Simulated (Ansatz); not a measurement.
Ansatz (a first-principles code) input (CCSD(T)/aug-cc-pVDZ):

Ansatz 0.2 input:
```yaml
crystal:
  periodic: [false, false, false]
  atoms:
    - {symbol: O, position_ang: [-1.41870754, 0.58902210, 0.00232765]}
    - {symbol: Se, position_ang: [0.01180350, -0.30243437, 0.00972876]}
    - {symbol: O, position_ang: [1.36854264, 0.69632397, -0.04367488]}
basis:
  gaussian:
    orbitals: aug-cc-pVDZ
total_charge: -1
magnetization: {spin_polarized: true, initial_magnetization: 1}
correlation: {method: ccsd_t, electrons: outside_noble_gas}
output: {forces: true}
```

End of the output:

```
cycle   4  -15.02381979 eV  change   -1.1e-3 eV  update   2.2e-4
cycle   5  -15.02445477 eV  change   -6.3e-4 eV  update   9.1e-5
cycle   6  -15.02436146 eV  change    9.3e-5 eV  update   2.9e-5
cycle   7  -15.02436397 eV  change   -2.5e-6 eV  update   1.6e-5
cycle   8  -15.02436468 eV  change   -7.2e-7 eV  update   5.8e-6
cycle   9  -15.02436167 eV  change    3.0e-6 eV  update   3.2e-6
cycle  10  -15.02436111 eV  change    5.6e-7 eV  update   8.1e-7
cycle  11  -15.02436141 eV  change   -3.0e-7 eV  update   3.5e-7
perturbative correction -0.69307081 eV, -0.0254698825 hartree
the calculation of the forces begins
Total energy: -69391.57524235 eV, -2550.0933548574 hartree
Atom 0 at    -1.418708     0.589022     0.002328 Å, force    -0.905210     0.487339    -0.002168 eV/Å
Atom 1 at     0.011803    -0.302434     0.009729 Å, force     0.040699    -1.042809     0.033545 eV/Å
Atom 2 at     1.368543     0.696324    -0.043675 Å, force     0.864511     0.555469    -0.031377 eV/Å
Dipole moment:     0.025376    -0.650205     0.020916 e Å
```
